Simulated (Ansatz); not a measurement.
Task: Name a neutral molecule of Ge, S and H with size of the dipole moment (B3LYP/def2-TZVPP) between 0.00 and 0.30 D and LUMO energy (B3LYP/def2-TZVPP) between -1.60 and -1.30 eV (Ansatz, PBE0-D4/def2-TZVP geometry).

Result: `[S]1[GeH2][S][GeH2]1` (0.00 D, -1.39 eV). Other molecules can fit too; these were computed, each in one conformer that needn't be the lowest.

B3LYP here is the variant with VWN-RPA as its local correlation; programs differ in this.
